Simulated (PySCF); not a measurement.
H6Ge2Mg, SMILES [GeH3][Mg][GeH3], PBE0/def2-SVP optimised geometry.

```
9

Mg    -1.61    -2.10    -1.96
Ge    -2.65    -3.45    -3.91
H     -1.60    -4.16    -4.81
H     -3.60    -4.58    -3.44
H     -3.49    -2.59    -4.88
Ge    -0.57    -0.75     0.00
H      0.98    -0.75     0.00
H     -0.98     0.75     0.00
H     -0.98    -1.28     1.40
```

Density from PBE0/def2-TZVP (PySCF) at that geometry.

Minimum of the electron density along straight lines between bonded atoms, close to the bond critical point (lines longer than 1.1 times the sum of covalent radii, or with two minima, are not listed):

```
bond     length / Å  ρ at the minimum / e bohr⁻³  ∇²ρ there / e bohr⁻⁵  position (fraction from the first atom)
-------  ----------  ---------------------------  --------------------  ---------------------------------------
Mg1–Ge2       2.594                        0.040                  0.08                                     0.37
Ge2–H3        1.550                        0.127                  0.07                                     0.59
Ge2–H4        1.550                        0.127                  0.07                                     0.59
Ge2–H5        1.550                        0.127                  0.07                                     0.59
Mg1–Ge6       2.594                        0.040                  0.08                                     0.37
Ge6–H7        1.550                        0.127                  0.07                                     0.59
Ge6–H8        1.550                        0.127                  0.07                                     0.59
Ge6–H9        1.550                        0.127                  0.07                                     0.59
```
